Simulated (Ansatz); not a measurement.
```xyz
10

N     0.299   -1.605    0.738
B     0.805   -0.702   -0.174
Ge   -0.033    1.184   -0.060
O    -0.990    1.680   -1.470
F    -1.183    0.983    1.266
H     0.600   -2.564    0.801
H    -0.410   -1.349    1.409
H     1.646   -1.034   -0.954
H     0.769    2.445    0.287
H    -1.503    0.961   -1.845
```

The species carries charge 0 and has multiplicity 1.

Question: List the ωB97M-V/def2-TZVPP orbital energies in eV (the Gaussian-basis code of Ansatz). (Estimate.)

Answer: The calculation gave: Occupied: -10866.90, -1362.66, -1210.40, -1210.38, -1210.36, -676.19, -525.87, -395.39, -188.14, -174.54, -123.85, -123.79, -123.71, -37.01, -36.70, -36.54, -36.54, -36.50, -33.98, -30.09, -27.73, -18.81, -17.62, -17.48, -15.54, -14.29, -14.03, -13.56, -13.01, -12.30, -11.76, -11.58, -10.19. Lowest empty: 0.75, 1.79, 2.61, 2.91, 3.40, 3.61, 4.07, 4.36.
